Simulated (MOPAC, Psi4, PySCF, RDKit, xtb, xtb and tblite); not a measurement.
Two geometries of SMILES CC(C)[SiH2][SiH2]N, singlet, relaxed at GFN2-xTB with one dihedral held; other torsions can differ between them too.

Structure A

```
19

C     -1.9755    -1.1765     0.0377
C     -1.4771     0.1980    -0.3966
C     -1.6801     1.2083     0.7285
Si     0.3564     0.1590    -0.9533
Si     1.8919    -0.2724     0.7150
N      1.1042    -1.0300     2.0578
H     -1.4524    -1.5051     0.9333
H     -1.8174    -1.9148    -0.7462
H     -3.0413    -1.1469     0.2654
H     -2.0878     0.5172    -1.2492
H     -1.3699     2.2032     0.4150
H     -1.0953     0.9265     1.6023
H     -2.7290     1.2571     1.0221
H      0.6239     1.4658    -1.5779
H      0.4224    -0.8163    -2.0580
H      2.4745     0.9250     1.3330
H      3.0387    -1.0500     0.1998
H      0.6071    -1.8927     1.9005
H      1.6129    -1.1015     2.9252
```

Structure B

```
19

C     -1.7879    -1.2159     0.2196
C     -1.4382     0.1428    -0.3785
C     -1.7086     1.2490     0.6361
Si     0.3743     0.1805    -0.9905
Si     1.8464    -0.2039     0.7437
N      3.4183    -0.1382     0.0352
H     -1.1684    -1.4220     1.0917
H     -1.6297    -2.0106    -0.5067
H     -2.8317    -1.2462     0.5330
H     -2.0989     0.3095    -1.2361
H     -1.4873     2.2259     0.2110
H     -1.0930     1.1142     1.5241
H     -2.7535     1.2438     0.9473
H      0.5618     1.4911    -1.6446
H      0.4611    -0.7993    -2.0865
H      1.8107    -1.5422     1.3475
H      1.6797     0.7319     1.8796
H      3.6494     0.6266    -0.5772
H      4.2189    -0.3665     0.6021
```

Question: Which is lower in energy at the level PBE0-D3(BJ)/def2-SVP // GFN2-xTB in Psi4 1.11, and by how much?

Answer: A is lower, by 4.47 kJ/mol (dihedral C2–Si4–Si5–N6: 20° in A, 180° in B).

E(B) − E(A) in kJ/mol at the other levels, on the same two geometries: GFN2-xTB (xtb and tblite) -2.48; MMFF94 // GFN2-xTB (RDKit) 0.13; PBE0/def2-SVP // GFN2-xTB (Psi4) 3.39; PBE/def2-SVP // GFN2-xTB (Psi4) 4.04; PBE-D3(BJ)/def2-SVP // GFN2-xTB (Psi4) 5.16; UFF // GFN2-xTB (RDKit) 0.60; AM1, restricted, heats of formation // GFN2-xTB (MOPAC) 4.03; PM6, restricted, heats of formation // GFN2-xTB (MOPAC) 1.51; GFN1-xTB // GFN2-xTB (xtb) -2.03; restricted B3LYP/6-31G*, spherical d, density fitting // GFN2-xTB (PySCF) 2.23; restricted Hartree-Fock/STO-3G // GFN2-xTB (PySCF) 2.90; restricted B3LYP/6-311+G**, spherical d, density fitting // GFN2-xTB (PySCF) 0.26; restricted MP2 (frozen core)/3-21G // GFN2-xTB (PySCF) 3.22.
